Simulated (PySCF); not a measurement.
Start geometry of Mo(NH2)4, `[NH2][Mo]([NH2])([NH2])[NH2]` [triplet] from GFN2-xTB (Å):
```
atom  x, y, z in Å
Mo1    0.0189    0.1061    0.0160
N2    -0.7763   -0.0743    1.7798
H3    -1.1770   -0.9193    2.1877
H4    -0.7159    0.6055    2.5403
N5     1.5168   -0.0022   -1.2171
H6     2.2518    0.6978   -1.3365
H7     1.8231   -0.8249   -1.7372
N8    -0.4452    1.9552   -0.2945
H9    -0.1673    2.5219   -1.0983
H10   -1.1491    2.4965    0.2100
N11   -0.2749   -1.8087   -0.2518
H12    0.0375   -2.3607   -1.0506
H13   -0.9424   -2.3929    0.2522
```

What comes out of this run: PBE0-D3(BJ)/def2-SVP geometry optimisation, gas phase, def2 core potentials past Kr (PySCF)?

```
atom  x, y, z in Å
Mo1    0.0010    0.0802    0.0124
N2    -0.5236   -0.0492    1.8945
H3    -0.5305   -0.9479    2.3755
H4    -0.3061    0.6749    2.5781
N5     1.6713    0.0012   -1.0094
H6     2.3737    0.7388   -0.9702
H7     2.1493   -0.8860   -1.1620
N8    -0.6088    1.8858   -0.4256
H9    -0.4499    2.2991   -1.3439
H10   -1.4764    2.2680   -0.0514
N11   -0.5342   -1.7581   -0.4420
H12   -0.3652   -2.1464   -1.3692
H13   -1.4006   -2.1603   -0.0866
```

The energy falls by 0.286 eV over 10 energy and gradient evaluations, the largest force component goes from 0.0213 to 3.8e-04 Eh/bohr, and the atoms move by 0.449 Å rms after alignment. The bond that changes most is Mo1–N8 (ends: molybdenum bonded to 4 N; nitrogen bonded to Mo and 2 H), which lengthens by 0.024 Å. Bonds longer at the end by more than 0.005 Å: 4 of 12; shorter: 0. Among the angles that change most is N2–Mo1–N5, from 152.4° to 136.6°. Among the dihedrals that turn most is N11–Mo1–N5–H7, from 3° to -28°. Rotational constants go from 3549, 3543, 1995 to 3254, 3238, 2184 MHz. The orientation of the end geometry is arbitrary; only internal coordinates are fixed.

The run used 127 basis functions and 101 SCF cycles in all. On one thread, Arm Neoverse V1, on a shared host, this took 2.4 min.

No PBE0-D3(BJ)/def2-SVP frequencies stand behind this structure, so it isn't proved a minimum. ⟨S²⟩ = 2.011 (exact for a triplet: 2.00).

Neither the SCF state along the optimisation nor the shape of the open-shell metal species was proved the lowest: other solutions of the same spin, or a structure of lower symmetry, can lie below.
